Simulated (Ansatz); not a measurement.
Reaction (silylene formation by 1,1-elimination): `CS[SiH2][SiH2]S` → `[SiH3]S` + `CS[SiH]`

Gas-phase electronic energies from Ansatz, PBE0-D4/def2-TZVP geometries. CCSD(T)/CBS adds triple-zeta CCSD(T) − MP2 to the extrapolated MP2 energy (def2 sets, frozen cores). Functionals use def2-TZVPP. Each species was taken in one conformer, which may not be the lowest.

**Question.** Is it downhill or uphill in electronic energy at CCSD(T)/CBS, and by how much? (An estimate is asked.)

**Answer.** Ansatz gave: Uphill: ΔE = +164.0 kJ/mol.

**Question.** What do these levels give: ωB97M-V, B2PLYP, r2SCAN, CCSD/def2-TZVPP, HF/def2-QZVPP, MP2/CBS(def2)? (Estimate.)

**Answer.** Computed: ωB97M-V 154.6, B2PLYP 146.3, r2SCAN 171.2, CCSD/def2-TZVPP 152.6, HF/def2-QZVPP 131.2, MP2/CBS(def2) 178.1 kJ/mol.

Largest T1 diagnostic among the species: 0.016.

In def2-TZVPP, CCSD(T) changes the Hartree–Fock value by +24.7 kJ/mol (the triples alone add +3.9 kJ/mol) and MP2 by +38.8 kJ/mol. From PBE to PBE0 (25 % exact exchange), in def2-TZVPP and without D4, ΔE moves by +11.8 kJ/mol.
